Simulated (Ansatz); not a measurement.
Caution: the highest occupied level lies above zero, a sign of self-interaction error and of too few diffuse functions. Another site gives an ion 0.71 eV lower (`C[NH-]`) at the level frozen-core CCSD(T)/aug-cc-pVTZ // r2SCAN-D4/def2-TZVPD (Ansatz, a quantum-chemistry and plane-wave program).

A geometry relaxed with r2SCAN-D4/def2-TZVPD in Ansatz, charge -1, multiplicity 1:

```xyz
6

H     -1.1896    -0.8068    -0.0447
N     -0.6917    -0.0160     0.3615
H     -1.2164     0.7666    -0.0264
H      1.2286    -0.8366     0.0447
H      1.1995     0.8767     0.0647
C      0.6696     0.0161    -0.3998
```

Task: Write the SMILES of this molecule.

Result: `[CH2-]N`
